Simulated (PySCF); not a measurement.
A GIAO shielding run with PySCF (density fitting, non-relativistic, gas phase) on `InChI=1S/C4H10O2SSi3/c5-3-1-2-7-4(3)9-10-6-8/h1-2,5H,9-10H2,8H3`:

```
$ OMP_NUM_THREADS=1 python probes_run.py task.json out

{"job": {"kind": "nmr", "xc": "PBE0", "basis": "pcSseg-1"}, "charge": 0, "multiplicity": 1}
O     -1.325765     0.560045    -1.633703
C     -2.116388    -0.112601    -0.743178
C     -3.520309    -0.254895    -0.865099
C     -4.045938    -0.972529     0.161569
S     -2.841016    -1.474621     1.275413
C     -1.582529    -0.713802     0.363418
Si     0.226589    -0.731909     0.860513
Si     1.357237     0.513763    -0.709615
O      2.911104     0.466598    -0.210823
Si     4.373585     0.783601     0.381751
H     -1.873134     0.917989    -2.340921
H     -4.098246     0.158739    -1.674447
H     -5.071149    -1.234515     0.330531
H      0.596171    -2.157717     0.967417
H      0.257245    -0.241973     2.253651
H      1.432417    -0.023161    -2.072586
H      1.024983     1.941963    -0.787220
H      5.305027    -0.032429    -0.393018
H      4.344901     0.406039     1.795023
H      4.640066     2.212094     0.218894
```

Hardware: 1 thread of an Arm Neoverse N1, shared host. The job also computes population analyses, field gradients, ring-centre shieldings.

Problem. How large is the calculation?

Solution. 108 electrons, 248 basis functions and 1382 auxiliary functions.

Problem. How long does it take, and how much memory does it need?

Solution. 110 s of wall time, with 14 SCF cycles and 5 response iterations; peak memory 1.1 GiB. Times on a shared host scatter by some tens of per cent.
